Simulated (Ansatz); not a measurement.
Input file for Ansatz (an electronic-structure program): R-BLYP/def2-TZVPPD on HF (SMILES F) with ghost functions. Files ending in .json are basis or fitting sets from the Basis Set Exchange.

Ansatz 0.2 input:
```yaml
crystal:
  periodic: [false, false, false]
  atoms:
    - {symbol: F, position_ang: [-0.39062034, -0.20737798, -0.65063602]}
    - {symbol: H, position_ang: [-0.28308581, -0.17248773, 0.27056974]}
basis:
  gaussian:
    orbitals: def2-TZVPPD.json
    ghost_atoms:
      - {symbol: N, position_ang: [0.07938161, -0.05725127, 3.36882438]}
      - {symbol: N, position_ang: [-0.04726989, -0.09717625, 2.28723263]}
hamiltonian:
  xc: {name: BLYP}
scf: {lower_state_search: off}
```

### Question
Give the final energy of this run.

### Answer
-100.4849 hartree.
